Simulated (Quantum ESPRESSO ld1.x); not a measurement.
All-electron atom: Pb3+ in [Xe] 4f14 5d10 6s1 (the NIST ground configuration). All-electron calculation, non-relativistic Kohn-Sham, PBE, spin-unpolarised, spherical densities, point nucleus; relativity is left out, which matters for an element this heavy. Program: ld1.x of Quantum ESPRESSO 7.5.

Normalised radial functions P(r) = r R(r), r in bohr:

```
   r/bohr * 4p, o 4d, + 5d (the largest magnitude, 1.76, reaches the edge; | marks zero, & curves that meet)
0.0008229                             &
0.0009579                             &
 0.001115                             &
 0.001288                             &
 0.001499                             &
 0.001732                             &
 0.002016                             &
 0.002347                             &
  0.00271                             &
 0.003155                             &
 0.003673                             &*
 0.004242                             &*
 0.004938                             &*
 0.005749                             &*
 0.006639                             &*
 0.007729                             & *
 0.008927                             & *
  0.01039                             &  *
   0.0121                             &   *
  0.01397                             &    *
  0.01627                             +o    *
  0.01894                             +o     *
  0.02187                             +o      *
  0.02546                             |+o      *
  0.02964                             |+ o      *
  0.03423                             |+  o      *
  0.03985                             | +  o     *
  0.04602                             | +   o   *
  0.05357                             |  +    o*
  0.06237                             |   + *   o
  0.07203                             | * +       o
  0.08385                          *  |    +        o
  0.09762                    *        |    +         o
   0.1127                *            |    +         o
   0.1312             *               |   +         o
   0.1516             *               |  +      o
   0.1764                 *           |+  o
   0.2054                         *o+ |
   0.2372                  o      +   |    *
   0.2762           o          +      |              *
   0.3215      o              +       |                      *
   0.3713   o                  +      |                          *
   0.4323   o                    +    |                          *
   0.5032       o                    +|                      *
   0.5812           o                 |  +              *
   0.6766                 o           |       +   *
   0.7814                     o       |      *    +
   0.9096                         o   |  *           +
    1.059                           o |*             +
    1.223                            o|*             +
    1.424                             &            +
    1.657                             &         +
    1.914                             &       +
    2.228                             &    +
    2.594                             &  +
    2.996                             & +
    3.488                             &+
    4.028                             &
    4.689                             &
    5.459                             &
    6.305                             &
     7.34                             &
```

4p: eigenvalue -626.57 eV, 2 radial nodes at r = 0.0758, 0.220 bohr, <r> = 0.429 bohr, 90 % of the charge inside 0.620 bohr. 4d: eigenvalue -436.60 eV, 1 radial node at r = 0.194 bohr, <r> = 0.434 bohr, 90 % of the charge inside 0.644 bohr. 5d: eigenvalue -51.533 eV, 2 radial nodes at r = 0.186, 0.525 bohr, <r> = 1.26 bohr, 90 % of the charge inside 1.88 bohr.
